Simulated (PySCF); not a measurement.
## TDDFT excited states: C4H7BGeO2

Compound: C4H7BGeO2.
SMILES: `OB(O)C1=[CH][GeH2][CH]=C1`

Computed, not measured: PySCF, TDDFT B3LYP/def2-SVPD, vertical, gas phase, core orbitals frozen in the response. Geometry: PBE0-D3(BJ)/def2-SVP, one conformer, isolated molecule. Relativistic effects, spin–orbit coupling among them, are left out although an element past zinc is present. Torsions of this conformer, `[OH:1][B:2]([OH:3])[C:4]1=[CH:5][GeH2:6][CH:7]=[CH:8]1`: O1–B2–C4–C5 2°, H–O1–B2–O3 0°, H–O3–B2–O1 0°.

```json
{"state": "S1", "E (eV)": "4.18", "λ (nm)": "296.6", "ν̃ (cm⁻¹)": "33720", "f": "0.035", "main configurations (H = HOMO, L = LUMO)": "H→L (97%)"}
{"state": "S2", "E (eV)": "5.05", "λ (nm)": "245.3", "ν̃ (cm⁻¹)": "40770", "f": "0.0003", "main configurations (H = HOMO, L = LUMO)": "H-1→L (95%)"}
{"state": "S3", "E (eV)": "5.08", "λ (nm)": "244.0", "ν̃ (cm⁻¹)": "40980", "f": "0.0000", "main configurations (H = HOMO, L = LUMO)": "H→L+1 (95%)"}
{"state": "S4", "E (eV)": "5.50", "λ (nm)": "225.3", "ν̃ (cm⁻¹)": "44380", "f": "0.0031", "main configurations (H = HOMO, L = LUMO)": "H-2→L (98%)"}
{"state": "S5", "E (eV)": "5.85", "λ (nm)": "212.1", "ν̃ (cm⁻¹)": "47150", "f": "0.018", "main configurations (H = HOMO, L = LUMO)": "H-3→L (56%), H→L+2 (42%)"}
{"state": "S6", "E (eV)": "6.08", "λ (nm)": "203.9", "ν̃ (cm⁻¹)": "49050", "f": "0.0071", "main configurations (H = HOMO, L = LUMO)": "H→L+4 (98%)"}
{"state": "S7", "E (eV)": "6.10", "λ (nm)": "203.4", "ν̃ (cm⁻¹)": "49170", "f": "0.0000", "main configurations (H = HOMO, L = LUMO)": "H→L+3 (98%)"}
{"state": "S8", "E (eV)": "6.59", "λ (nm)": "188.1", "ν̃ (cm⁻¹)": "53170", "f": "0.434", "main configurations (H = HOMO, L = LUMO)": "H→L+2 (46%), H-3→L (36%), H-5→L (10%)"}
{"state": "S9", "E (eV)": "6.68", "λ (nm)": "185.5", "ν̃ (cm⁻¹)": "53910", "f": "0.0007", "main configurations (H = HOMO, L = LUMO)": "H→L+6 (65%), H→L+5 (31%)"}
{"state": "S10", "E (eV)": "6.73", "λ (nm)": "184.3", "ν̃ (cm⁻¹)": "54250", "f": "0.011", "main configurations (H = HOMO, L = LUMO)": "H-1→L+1 (97%)"}
```

Triplets (Tamm–Dancoff): T1 2.62 eV, H→L (96%); T2 4.49 eV, H-3→L (48%), H→L+2 (41%); T3 4.60 eV, H-1→L (97%); T4 5.07 eV, H→L+1 (99%).

The lowest singlet lies at 4.18 eV (297 nm, ultraviolet) and is of moderate strength; its leading configuration is HOMO→LUMO (97%). The strongest level in the table is S8 at 6.59 eV (188 nm, f = 0.434). Löwdin shares by element: HOMO carbon 86%; LUMO carbon 69% (atoms not listed hold the other 31%). The oscillator strengths of these states sum to 0.509; summed over the whole spectrum of an exact calculation they would give the number of electrons, 84 (Thomas–Reiche–Kuhn). Orbital energies (eV): HOMO-3 -8.39, HOMO-2 -8.33, HOMO-1 -8.05, HOMO -6.40, LUMO -1.72, LUMO+1 -0.70, LUMO+2 0.50. Of the 10 states listed, 4 reach f = 0.01 and 3 stay under 0.0005. All these states lie below the vertical ionisation energy of 8.42 eV (ΔSCF). Singlets were solved by full linear response, triplets in the Tamm–Dancoff approximation.

Hardware: an Arm Neoverse V2 with one thread, shared host with 96 logical CPUs at a one-minute load of 73. Cost: 3.2 min of wall time, 1.1 GiB resident at most.
